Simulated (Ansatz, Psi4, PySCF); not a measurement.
C$_{2}$H$_{6}$Mg, charge +1, doublet, geometry from GFN2-xTB (such geometries of metal compounds can be far from the true shape) (a state made from the parent by changing its charge; the spin is typed, not shown lowest). Base run: WB97X/STO-3G (PySCF).

PySCF was given this input:
```python
from pyscf import gto, scf, dft

mol = gto.M(
    atom='''
Mg    0.007058    0.007210    0.010066
C     1.678703    0.259786   -1.374868
H     2.341258   -0.588420   -1.203594
H     2.140782    1.213136   -1.119170
H     1.242211    0.258033   -2.373500
C    -1.686939   -0.268199    1.363122
H    -2.164002   -1.199652    1.058821
H    -2.329689    0.600238    1.220095
H    -1.265842   -0.319374    2.367031
''',
    basis='sto-3g',
    charge=1,
    spin=1,
    verbose=3,
)

mf = dft.UKS(mol)
mf.xc = 'wb97x'
mf.kernel()
```

The same geometry, method and basis name were run in Ansatz (an electronic-structure program) and Psi4 and PySCF, at each program's defaults and at the settings that a row names. The base is PySCF at its defaults. Differences at the defaults can come from grids, fitting, cores and function types together.

```csv
code and settings,ΔE vs base (µEh),basis functions,E (Eh),SCF cycles
"PySCF, defaults (exact integrals, its default grid, spherical functions)",0.0,25,-276.18670,9
"Psi4, defaults (density fitting with its default set, its default grid, spherical functions)",-992,25,-276.18769,8
"Ansatz, defaults (factorised integrals, its default grid, spherical functions)",-2.3,25,-276.18670,-
"PySCF, density fitting with def2-universal-jkfit",-1028,25,-276.18773,9
"PySCF, fine grid",-1.1,25,-276.18670,9
"Psi4, exact integrals, spherical functions, fine grid",-6.5,25,-276.18671,11
"Ansatz, high accuracy",-3.0,25,-276.18670,-
```

Open shells are given as the SCF converged; they aren't shown to be the lowest states, and a large step between rows can be another state.
